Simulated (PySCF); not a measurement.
BeH4O2Si. Atoms are numbered in the order given.

```xyz
8

Be     0.6462     0.2764     1.1592
O      1.3089     0.5593     2.3441
H      1.7687     0.7535     3.1504
O     -0.0305    -0.0126    -0.0515
Si    -0.8137    -0.3478    -1.4580
H     -2.2641    -0.5943    -1.2026
H     -0.2343    -1.5640    -2.1018
H     -0.6895     0.7953    -2.4105
```

The structure is a stationary point at B3LYP-D3(BJ)/def2-SVP. The geometry has at least one imaginary mode, so it is a saddle point at that level. One conformer was computed; it need not be the lowest.

These are B3LYP-D3(BJ)/def2-SVP in PySCF values and carry that method's errors.

Frequencies are harmonic and unscaled.

```json
[
 {"mode": "1", "ν (cm⁻¹)": "151i", "IR (km/mol)": "168.7", "moving atoms (share of kinetic energy)": "H 91 %, O 9 %"},
 {"mode": "2", "ν (cm⁻¹)": "150i", "IR (km/mol)": "168.7", "moving atoms (share of kinetic energy)": "H 91 %, O 9 %"},
 {"mode": "3", "ν (cm⁻¹)": "59", "IR (km/mol)": "0.0", "moving atoms (share of kinetic energy)": "O 75 %, H 13 %, Si 9 %"},
 {"mode": "4", "ν (cm⁻¹)": "59", "IR (km/mol)": "0.0", "moving atoms (share of kinetic energy)": "O 75 %, H 13 %, Si 9 %"},
 {"mode": "5", "ν (cm⁻¹)": "432", "IR (km/mol)": "71.6", "moving atoms (share of kinetic energy)": "Be 78 %, O 20 %"},
 {"mode": "6", "ν (cm⁻¹)": "432", "IR (km/mol)": "71.6", "moving atoms (share of kinetic energy)": "Be 78 %, O 20 %"},
 {"mode": "7", "ν (cm⁻¹)": "533", "IR (km/mol)": "6.5", "moving atoms (share of kinetic energy)": "O 47 %, Si 37 %, Be 8 %"},
 {"mode": "8", "ν (cm⁻¹)": "745", "IR (km/mol)": "74.4", "moving atoms (share of kinetic energy)": "H 84 %, Si 9 %"},
 {"mode": "9", "ν (cm⁻¹)": "745", "IR (km/mol)": "74.5", "moving atoms (share of kinetic energy)": "H 84 %, Si 9 %"},
 {"mode": "10", "ν (cm⁻¹)": "961", "IR (km/mol)": "94.5", "moving atoms (share of kinetic energy)": "H 96 %"},
 {"mode": "11", "ν (cm⁻¹)": "961", "IR (km/mol)": "94.5", "moving atoms (share of kinetic energy)": "H 96 %"},
 {"mode": "12", "ν (cm⁻¹)": "1012", "IR (km/mol)": "352.8", "moving atoms (share of kinetic energy)": "H 92 %"},
 {"mode": "13", "ν (cm⁻¹)": "1077", "IR (km/mol)": "164.9", "moving atoms (share of kinetic energy)": "O 79 %, Si 16 %"},
 {"mode": "14", "ν (cm⁻¹)": "1703", "IR (km/mol)": "854.6", "moving atoms (share of kinetic energy)": "Be 75 %, O 23 %"},
 {"mode": "15", "ν (cm⁻¹)": "2210", "IR (km/mol)": "182.9", "moving atoms (share of kinetic energy)": "H 96 %"},
 {"mode": "16", "ν (cm⁻¹)": "2210", "IR (km/mol)": "182.8", "moving atoms (share of kinetic energy)": "H 96 %"},
 {"mode": "17", "ν (cm⁻¹)": "2220", "IR (km/mol)": "71.0", "moving atoms (share of kinetic energy)": "H 99 %"},
 {"mode": "18", "ν (cm⁻¹)": "4136", "IR (km/mol)": "323.3", "moving atoms (share of kinetic energy)": "H 94 %"}
]
```
